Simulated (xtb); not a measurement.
PbFI, SMILES [F][Pb][I] (connectivity only; charge and spin as stated), neutral, multiplicity 1. All values are semi-empirical tight-binding results from xtb (GFN2-xTB unless named), good for trends rather than for accurate numbers. Geometry optimised at GFN2-xTB.

Optimised geometry:

```xyz
3

Pb     0.2387     0.9511     0.0000
F     -1.7598     1.5852     0.0000
I     -0.0704    -1.7407     0.0000
```

For metal compounds this method's bond lengths and energies can be far off.

Computed properties:
```json
{
  "point_group_as_xtb_finds_it": "Cs",
  "orbital_gap": "3.03 eV",
  "zero_point_energy": "0.9 kcal/mol",
  "G − E(el) at 298.15 K (modified RRHO)": "-19.2 kcal/mol"
}
```

Computed atomic charges and the Wiberg bond orders between heavy atoms:
charges (e) Pb1 0.76, F2 -0.52, I3 -0.24. Bond orders Pb1–F2 0.79, Pb1–I3 1.10.
